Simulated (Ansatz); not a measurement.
```xyz
3

Cr    0.0000    0.0000    0.0000
Mn    0.0000    0.0000    5.2800
H     0.0000    2.6400    7.9200
```

Basis set: pcseg-2. Charge 0. Computed with Ansatz (development build ahead of 0.2.0); the lowest solution found for each multiplicity.

(1) How do the multiplicities compare at this shape? Give, from the lowest of each method, PBE0 (unrestricted) for 1, 3.

Answers

(1)

| method | multiplicity | E (eV) | <S²> |
| --- | --- | --- | --- |
| PBE0, unrestricted | 1 | 0.000 | 6.01 |
| PBE0, unrestricted | 3 | 0.024 | 7.01 |

Caution: other spin multiplicities may lie lower. Caution for PBE0, unrestricted: charge can spread falsely over distant fragments; the unrestricted determinant is a mixture of spin states.
